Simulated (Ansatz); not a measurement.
Cost and result for the atomization energy of CH3F3SeSi (`C[Se][Si](F)(F)F`) (9 atoms, 8 bonds).

Cartesian coordinates in Å:
```
C 1.1803 -0.3520 1.0121
Se 0.0120 1.2145 0.8126
Si -1.1225 0.4039 -0.9171
F -0.2012 0.0863 -2.1585
F -2.2072 1.4530 -1.3651
F -1.8564 -0.9535 -0.5857
H 1.8321 -0.1226 1.8525
H 1.7748 -0.4938 0.1131
H 0.5883 -1.2358 1.2360
```

The species carries charge 0 and has multiplicity 1. Correlated methods include outer-core shells of Se, which these sets cover unevenly. Scalar relativity is left out up to krypton. All single points use the PBE0-D4/def2-TZVP geometry. It is one conformer, not always the lowest. Program: Ansatz. All runs use 4 threads of an Arm Neoverse V2 on a shared host. Times are those of one run each, without the atoms' runs, and a repeat can differ threefold. Electronic energies, without spin–orbit coupling; frozen cores. CCSD(T)/CBS adds CCSD(T) − MP2 in def2-TZVPP to the MP2 limit, and its time is that of the two runs behind it. T1 = 0.011. With those shells the extrapolation isn't a true limit. B3LYP takes the VWN-RPA correlation (the form of Gaussian; ORCA's B3LYP/G).

CCSD(T)/CBS is a level of theory with its own doubt, some kJ/mol a heavy atom from the limit and from the frozen cores, so smaller differences don't rank the functionals.

```tsv
level	functions	wall time
LDA (SPW92)/def2-TZVPP	256	1.2 s
revPBE-D4/def2-TZVPP	256	1.9 s
BLYP-D4/def2-TZVPP	256	2 s
PBE-D4/def2-TZVPP (with forces)	256	2.2 s
CAM-B3LYP-D4/def2-TZVPP	256	3.7 s
r2SCAN-D4/def2-TZVPP (with forces)	256	4.6 s
B3LYP-D4/def2-TZVPP (with forces)	256	4.9 s
r2SCANh-D4/def2-TZVPP	256	6 s
B2PLYP/def2-TZVPP	256	6.5 s
CCSD(T)/def2-SVP	121	13 s
MP2/def2-QZVPP	477	27 s
CCSD(T)/def2-TZVPP	256	6.2 min
CCSD(T)/CBS(def2)	–	6.6 min
```

Problem. What atomization energy does each give, and how far from CCSD(T)/CBS? (Estimate.)

Solution. The calculation gave: 
```json
{"level": "LDA (SPW92)/def2-TZVPP", "atomization (kcal/mol)": "992.5", "difference from CCSD(T)/CBS": "122.2", "per bond": "15.3"}
{"level": "revPBE-D4/def2-TZVPP", "atomization (kcal/mol)": "851.9", "difference from CCSD(T)/CBS": "-18.4", "per bond": "-2.3"}
{"level": "BLYP-D4/def2-TZVPP", "atomization (kcal/mol)": "859.3", "difference from CCSD(T)/CBS": "-11.0", "per bond": "-1.4"}
{"level": "PBE-D4/def2-TZVPP (with forces)", "atomization (kcal/mol)": "877.1", "difference from CCSD(T)/CBS": "6.8", "per bond": "0.8"}
{"level": "CAM-B3LYP-D4/def2-TZVPP", "atomization (kcal/mol)": "864.5", "difference from CCSD(T)/CBS": "-5.8", "per bond": "-0.7"}
{"level": "r2SCAN-D4/def2-TZVPP (with forces)", "atomization (kcal/mol)": "867.5", "difference from CCSD(T)/CBS": "-2.8", "per bond": "-0.3"}
{"level": "B3LYP-D4/def2-TZVPP (with forces)", "atomization (kcal/mol)": "857.0", "difference from CCSD(T)/CBS": "-13.3", "per bond": "-1.7"}
{"level": "r2SCANh-D4/def2-TZVPP", "atomization (kcal/mol)": "859.8", "difference from CCSD(T)/CBS": "-10.5", "per bond": "-1.3"}
{"level": "B2PLYP/def2-TZVPP", "atomization (kcal/mol)": "853.6", "difference from CCSD(T)/CBS": "-16.7", "per bond": "-2.1"}
{"level": "CCSD(T)/def2-SVP", "atomization (kcal/mol)": "794.9", "difference from CCSD(T)/CBS": "-75.4", "per bond": "-9.4"}
{"level": "MP2/def2-QZVPP", "atomization (kcal/mol)": "888.9", "difference from CCSD(T)/CBS": "18.6", "per bond": "2.3"}
{"level": "CCSD(T)/def2-TZVPP", "atomization (kcal/mol)": "843.5", "difference from CCSD(T)/CBS": "-26.8", "per bond": "-3.3"}
{"level": "CCSD(T)/CBS(def2)", "atomization (kcal/mol)": "870.3", "difference from CCSD(T)/CBS": "0.0", "per bond": "0.0"}
```

Leaving LDA and LC-ωPBE aside and taking each functional with its dispersion term where it has one, the values, not all of them listed here, spread over 47.5 kcal/mol, from BHLYP-D4 to PBE-D4. LDA lies +120.9 kcal/mol from PBE without D4, its usual overbinding. At CCSD(T), def2-SVP lies −75.5 kcal/mol from the extrapolated value and def2-TZVPP −26.8 kcal/mol: correlation converges slowly with the basis, and small sets miss more of it in the bonded molecule than in its fragments. From r2SCAN to r2SCAN0 (25 % exact exchange), in def2-TZVPP and without D4, the atomization energy moves by −19.0 kcal/mol: exact exchange takes away binding that semilocal exchange gives to molecules.

For some Ge, Se and Sn compounds the MP2-based and the directly extrapolated limit differ by 10 to 25 kJ/mol.
